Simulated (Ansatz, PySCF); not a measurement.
Pulling on the B1–H2 bond in BCl2H (SMILES ClBCl) (multiplicity 1 held, fragments rigid). Energies count from the point at 1.182 Å.
Geometry at that point (charge 0, multiplicity 1):
```xyz
4

B     -0.4996    -0.3156    -0.3776
H     -1.3415    -0.8474    -1.0138
Cl    -0.3583     1.4202    -0.4187
Cl     0.5841    -1.2776     0.5894
```

Active spaces are followed from a long bond inwards. Levels need not reach the same state.

Frozen-core correlation. Rows in 6-31G* carry no dispersion term and start afresh at each structure (6-31G* with six Cartesian d functions). MP2/6-31G* freezes PySCF's default core.

Codes used: Ansatz (Gaussian basis) for Hartree–Fock, density functionals and correlated methods; PySCF for 6-31G* rows. 

### Question
What is the computed energy at R = 3.781 Å (FIC-NEVPT4(SD) on CASSCF(2,2)/cc-pV(T+d)Z)?

### Answer
108.4 kcal/mol

### Question
Estimate the energy at R = 3.781 Å that R-MP2/6-31G* returns for this input.

### Answer
137.0 kcal/mol

Doubts at one or more of the structures used: a restricted determinant that unrestricted orbitals would lower (R-MP2/6-31G*).

Ansatz is a first-principles code.
